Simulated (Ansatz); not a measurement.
Reaction (redistribution): `CBCN` + `OBCCBr` → `CB(O)CN` + `BCCBr`

Program: Ansatz. Geometries: PBE0-D4/def2-TZVP. ΔE: electronic, gas phase. CCSD(T)/CBS is the MP2 limit (def2-TZVPP, def2-QZVPP) plus CCSD(T) − MP2 in def2-TZVPP, frozen cores. DFT in def2-TZVPP. For Br outer-core shells are correlated without core-valence functions, which leaves a few kJ/mol of doubt a bond. Scalar relativity is left out up to krypton. Each species was taken in one conformer, which may not be the lowest.

```csv
level,ΔE (kJ/mol)
ωB97M-V,8.8
PBE,12.0
PBE0,10.6
HF/def2-TZVPP,7.2
```

Problem. What does CCSD(T)/CBS give? (An estimate is asked.)

Solution. Ansatz gave: +7.7 kJ/mol. The listed levels differ from it by 1.1, 4.3, 2.9, -0.5 kJ/mol.

Largest T1 diagnostic among the species: 0.011.
